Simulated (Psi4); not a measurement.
Pair of molecules: CO (SMILES [C-]#[O+]) (first 2 atoms) with GeH4 (SMILES [GeH4]); geometry from B3LYP-D3(BJ)/def2-TZVP.
(charge 0, multiplicity 1):
```xyz
7

C      0.24740    -0.55475     0.16938
O      0.25439    -0.13741    -0.87495
Ge    -0.10566     0.10956     3.75704
H      1.09464     0.84063     3.13800
H     -0.27780     0.56167     5.21633
H      0.13452    -1.40540     3.71442
H     -1.37641     0.45370     2.96639
```

Method: SAPT0/aug-cc-pVDZ (Psi4).

Problem. Which attractive term is largest, and how does the interaction split up?

Solution. electrostatics -3.0, exchange 5.8, induction -0.7, dispersion -4.7, total -2.7 kJ/mol; the largest attraction is dispersion.
